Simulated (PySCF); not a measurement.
A structure optimised at PBE0-D3(BJ)/def2-TZVPD, used in a PySCF frequency run:

```
Sn
H 1 1.7150
H 1 1.7150 2 109.65
H 1 1.7150 2 109.65 3 120.44
```
Charge 0, spin multiplicity 2.

Q: Write its SMILES, formula and point group.

A: [SnH3], H₃Sn, C3v

Q: What are its rotational constants (standard atomic weights)?

A: 102.97, 102.97, 63.785 GHz
